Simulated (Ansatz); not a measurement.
A nudged elastic band was laid between two geometries of CH$_{8}$GaPSi (12 atoms, charge 0, multiplicity 1).

The calculation used RKS PBE0-D4/def2-SVP in Ansatz 0.2.0.

```json
{
 "movable images": "9",
 "climbing image": "yes",
 "spring": "5.0 eV/Å²",
 "optimiser": "quadratic models (default)",
 "start path": "through a guess of the saddle point",
 "force threshold": "0.03 eV/Å",
 "iteration limit": "54",
 "end points": "relaxed"
}
```

Image 0:

```xyz
12
Properties=species:S:1:pos:R:3
C -1.775 0.602 0.196
Si -0.184 0.729 1.206
Ga 1.630 -0.507 0.204
P 1.175 -1.887 -1.604
H -2.095 -0.448 0.102
H -1.624 1.001 -0.819
H -2.591 1.168 0.669
H -0.421 0.216 2.597
H 0.218 2.168 1.344
H 3.097 -0.561 0.777
H 2.339 -1.561 -2.362
H 0.307 -0.976 -2.277
```

Image 10:

```xyz
12
Properties=species:S:1:pos:R:3
C -1.523 0.703 -0.165
Si -0.180 0.902 1.179
Ga 2.284 1.136 0.403
P 1.618 -1.273 -0.704
H -1.415 -0.244 -0.715
H -1.469 1.524 -0.897
H -2.531 0.716 0.281
H -0.340 -0.261 2.132
H -0.573 2.109 1.992
H 2.553 -2.206 -1.238
H 1.008 -0.933 -1.944
H 0.645 -2.230 -0.291
```

(1) Which bonds break or form, and what moves?

(2) Give the energies along the band, and the barrier.

Answers

(1) Bonds broken: Ga3–H10. Bonds formed: P4–H10.

(2) The run ended unconverged. The highest image is number 8 of 0 to 10, 2.31 eV above the first end and 1.34 eV above the last; the last end lies 0.97 eV above the first. The band didn't meet its force threshold, so its energies are provisional: the largest band force was still 0.03 eV/Å, and over the last iterations the top stayed at 2.31 eV. The orbitals stay closed-shell, which can raise the energy where a bond breaks towards radicals; this wasn't checked here.

```tsv
image	path coordinate (Å)	energy (eV)	Ga3–H10 (Å)	P4–H10 (Å)
0	0.00	0.00	1.58	3.33
1	1.53	0.01	1.58	3.33
2	3.06	0.04	1.57	3.33
3	4.58	1.44	1.53	2.50
4	6.11	1.31	2.38	1.44
5	7.64	1.29	2.70	1.43
6	9.17	1.27	2.53	1.44
7	10.70	1.30	2.57	1.44
8	12.23	2.31	3.38	1.39
9	12.82	1.13	3.58	1.42
10	13.41	0.97	3.73	1.42
```

Run time: 32 min on 2 threads of Arm Neoverse V1, on a shared host, peak memory 0.34 GiB.
